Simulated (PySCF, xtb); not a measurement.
GaH3, SMILES [GaH3].

GFN2-xTB (xtb) at its own geometry gives an orbital gap of 5.69 eV and a dipole moment of 0.00 D.

Geometry: PBE0-D3(BJ)/def2-TZVPD. The isomer is the one that the SMILES or the coordinates give; other isomers of the formula were not compared.

Problem. What does CAM-B3LYP/def2-TZVPD run with PySCF give? (Estimate from the structure and the level; the computed values follow.)

Solution. gap 9.05 eV (levels -10.00 and -0.95 eV), dipole 0.00 D.
